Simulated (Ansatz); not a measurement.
Two members of one family (Series (HZnX)2), computed with Ansatz in the gas phase. Binding counts from free atoms in the multiplicity of their measured ground term, without zero-point energy. A dash marks a value that wasn't run or was left out as unsound. The structures are stationary points that may keep the symmetry of their start. Remarks come from the PBE and PBE0 runs and from stability tests at other levels; not every state was tested. HOMO above LUMO (over both spins in singlets and doublets, within one spin in higher multiplets; at PBE or PBE0), or a gap under 0.15 eV within one spin, warns that the state may not be the lowest or that an electron is smeared out.

First: (HZn-mu-F)2 (singlet, charge 0, r2SCAN-D4/def2-SVP geometry).

```xyz
6

Zn   -0.023   -1.468   -0.039
H    -0.049   -2.983   -0.079
F     1.171   -0.008   -0.427
Zn    0.023    1.468    0.037
H     0.046    2.984    0.074
F    -1.168    0.007    0.433
```

```
                level  HOMO (eV)  LUMO (eV)  gap (eV)  vertical IE (eV)  vertical triplet (eV)  binding per atom (eV)
LDA (SPW92)/def2-TZVP      -7.72      -1.87      5.84                 –                      –                   2.85
      PBE-D4/def2-SVP      -7.16      -1.20      5.96                 –                      –                   2.56
     PBE-D4/def2-TZVP      -7.54      -1.64      5.90             10.44                   5.74                   2.41
  r2SCAN-D4/def2-TZVP      -7.83      -1.26      6.58             10.62                   6.11                   2.50
    PBE0-D4/def2-TZVP      -8.79      -0.73      8.06             10.86                   6.38                   2.37
```

Second: (HZn-mu-OH)2 (singlet, charge 0, r2SCAN-D4/def2-SVP geometry).

```xyz
8

Zn    0.679    0.616   -1.163
H     1.380    1.254   -2.363
O     0.702   -1.010   -0.126
Zn   -0.679   -0.617    1.163
H    -1.379   -1.252    2.363
O    -0.703    1.009    0.126
H     1.248   -1.795   -0.223
H    -1.249    1.795    0.223
```

Q: What does the change do? Estimate second minus first.

A: 
```tsv
level	Δ HOMO (eV)	Δ LUMO (eV)	Δ gap (eV)	Δ vertical IE (eV)	Δ vertical triplet (eV)	Δ binding per atom (eV)
LDA (SPW92)/def2-TZVP	0.98	0.64	-0.35	–	–	0.37
PBE-D4/def2-SVP	0.97	0.56	-0.41	–	–	0.28
PBE-D4/def2-TZVP	0.95	0.55	-0.40	-1.05	-0.32	0.33
r2SCAN-D4/def2-TZVP	0.96	0.64	-0.32	-1.06	-0.29	0.30
PBE0-D4/def2-TZVP	0.96	0.53	-0.43	-1.05	-0.21	0.32
```

Remarks: gap within one spin near zero at PBE or PBE0 (triplet).
